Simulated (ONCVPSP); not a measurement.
**Pseudopotential generation for lanthanum: ONCV, PW91, fully relativistic.**

* Element: La (Z = 57)
* Generator: ONCVPSP 4.0.1
* Type: optimised norm-conserving Vanderbilt (ONCV)
* Functional: PW91
* Relativity: fully relativistic
* Frozen core: [Kr] 4d10
* Valence charge: 11
* Reference configuration: 5s2 5p6 5d1 6s2
* Partial waves: 5s+6s: rc 2.65 bohr, ncon 4, nbas 7, qcut 4.5 1/bohr, 3 projectors, debl 0.5 Ha; 5p: rc 1.90 bohr, ncon 4, nbas 8, qcut 4.6 1/bohr, 3 projectors, debl 1.4 Ha; 5d: rc 3.15 bohr, ncon 4, nbas 8, qcut 4.5 1/bohr, 2 projectors, debl 3.2 Ha; f scattering state at 0.16 Ha: rc 3.40 bohr, ncon 3, nbas 7, qcut 3.2 1/bohr, 1 projector
* Local potential: polynomial inside 1.65 bohr (lpopt 4, dvloc0 0 Ha)
* Core correction: polynomial model core, fcfact 0.65

Open shells are filled in proportion to 2j + 1.

In the f channel the program set the typed energies aside and used -0.158 Ha (j = l + 1/2; the other j can differ).

Results:

```json
{
 "Cutoffs needed": "15 Ha and 52 Ha (the cutoffs (Ha) at which the residual kinetic energy of the hardest occupied pseudo-wave falls to 1 and 0.1 mHa per electron)",
 "Ghost test": "no bound ghost flagged; GHOST(+) flagged for s at 162.5 eV",
 "Largest excitation error": "-6.6 meV (all-electron minus pseudo) for 5s2 5p6 5d1 6s0, out of 4 test configurations",
 "rms error of d²Exc/dni dnj": "5.66 mHa without and 2.28 mHa with the model core"
}
```

Generation and tests took about 10 s on one core of a shared server CPU.
